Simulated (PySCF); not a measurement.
Compound: C4H5F3O.
SMILES: `CO/C(F)=C/C(F)F`

Closed-shell single points with PySCF (density fitting; grid level 2 and gas phase unless stated) on one GFN2-xTB geometry.

Problem. Rank these settings by the number of (spherical) basis functions, lowest first.
A. PBE0/pcSseg-0
B. LC-wPBE/pcSseg-1
C. PBE0/def2-SVPD
D. PBE0/Sadlej pVTZ, energy threshold 1e-11 Eh, start guess huckel

Solution. A (82), B (161), C (212), D (237).

Problem. Rank these settings by the HOMO–LUMO gap, lowest first.
A. PBE0/pcSseg-0
B. LC-wPBE/pcSseg-1
C. PBE0/Sadlej pVTZ, energy threshold 1e-11 Eh, start guess huckel

Solution. C (6.97 eV), A (7.49 eV), B (12.51 eV).

All figures of these runs:

```tsv
settings	basis functions	SCF cycles	E (Eh)	HOMO (eV)	LUMO (eV)	dipole (D)
PBE0/pcSseg-0	82	12	-528.3717	-7.35	0.14	4.75
PBE0/def2-SVPD	212	13	-529.2416	-7.33	0.10	4.38
LC-wPBE/pcSseg-1	161	13	-529.8023	-9.88	2.63	4.47
PBE0/Sadlej pVTZ, energy threshold 1e-11 Eh, start guess huckel	237	16	-529.7626	-7.24	-0.27	4.33
```

Cycle counts include a coarse-grid stage where the run had one.

The values belong to the conformer `[CH3:1][O:2]/[C:3]([F:4])=[CH:5]/[CH:6]([F:7])[F:8]`: C1–O2–C3–F4 0°, C3–C5–C6–F7 122°.
